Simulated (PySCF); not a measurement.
TeF2.
SMILES: `F[Te]F`

The calculation used PBE0-D3(BJ)/def2-SVP geometry optimisation, gas phase, def2 core potentials past Kr (PySCF).

Take the most abundant isotopes and a rigid rotor. 

Problem. What are A, B and C (cm⁻¹)?

Solution. Ia = 48.91, Ib = 77.79, Ic = 126.71 u·Å²; 505379 MHz·u·Å²/I gives 10332, 6497 and 3989 MHz, that is A = 0.34464, B = 0.21670, C = 0.13305 cm⁻¹.

Problem. Classify the top.

Solution. An asymmetric top: κ = (2 × 6497 − 10332 − 3989)/(10332 − 3989) = -0.21.

Problem. Give the coordinates in the principal-axis frame, origin at the centre of mass.

Solution. The sense of each axis is arbitrary; atoms in the order of the calculation.
| atom | mass (u) | a (Å) | b (Å) | c (Å) |
| --- | --- | --- | --- | --- |
| Te1 | 129.906 | 0.000 | 0.292 | 0.000 |
| F2 | 18.998 | 1.432 | -0.997 | 0.000 |
| F3 | 18.998 | -1.430 | -0.999 | 0.000 |

Problem. List the rotational levels J(Ka,Kc) to J = 2 (cm⁻¹).

Solution. Above 0(0,0):
J = 1: 1(0,1) 0.3497, 1(1,1) 0.4777, 1(1,0) 0.5613
J = 2: 2(0,2) 1.0196, 2(1,2) 1.0935, 2(1,1) 1.3445, 2(2,1) 1.7283, 2(2,0) 1.7579
Those of J = 1 are B + C, A + C and A + B.

Problem. Predict some low-J microwave lines.

Solution. The dipole components are |μa| = 0.00 D, |μb| = 3.14 D, |μc| = 0.00 D; the symmetry axis of this C2v structure is b, so μa and μc vanish by symmetry and there are no a-type or c-type lines. Some lines, for components of 0.1 D or more:

| type | branch | J(Ka,Kc) | MHz | lower level (cm⁻¹) |
| --- | --- | --- | --- | --- |
| b | Q | 1(1,0) ← 1(0,1) | 6344 | 0.350 |
| b | Q | 3(2,1) ← 3(1,2) | 12332 | 2.496 |
| b | R | 1(1,1) ← 0(0,0) | 14321 | 0.000 |
| b | Q | 4(2,2) ← 4(1,3) | 14738 | 3.980 |
| b | Q | 4(3,1) ← 4(2,2) | 19761 | 4.472 |
| b | R | 3(1,2) ← 2(2,1) | 23015 | 1.728 |
| b | Q | 3(2,2) ← 3(1,3) | 23277 | 2.001 |
| b | Q | 4(1,3) ← 4(0,4) | 24070 | 3.177 |
| b | R | 3(0,3) ← 2(1,2) | 26237 | 1.094 |
| b | Q | 4(2,3) ← 4(1,4) | 28895 | 3.189 |
| b | R | 4(1,4) ← 3(0,3) | 36582 | 1.969 |
| b | R | 4(2,3) ← 3(1,2) | 49669 | 2.496 |
| b | R | 3(2,1) ← 2(1,2) | 54377 | 1.094 |
| b | R | 3(3,1) ← 2(2,0) | 56499 | 1.758 |
| b | R | 4(2,2) ← 3(1,3) | 74065 | 2.001 |
| b | R | 4(4,1) ← 3(3,0) | 77584 | 3.650 |

Problem. Estimate the classical rotational partition function at 25 K, 100 K and 298.15 K.

Solution. Point group C2v, symmetry number σ = 2; q = (√π/σ)·√((kT/h)³/(ABC)), k/h = 20836.6 MHz/K: 644 at 25 K, 5150 at 100 K, 26500 at 298.15 K.

No PBE0-D3(BJ)/def2-SVP frequencies stand behind this structure, so it isn't proved a minimum. Constants of a rigid frame at the computed geometry: no zero-point averaging, no centrifugal distortion.
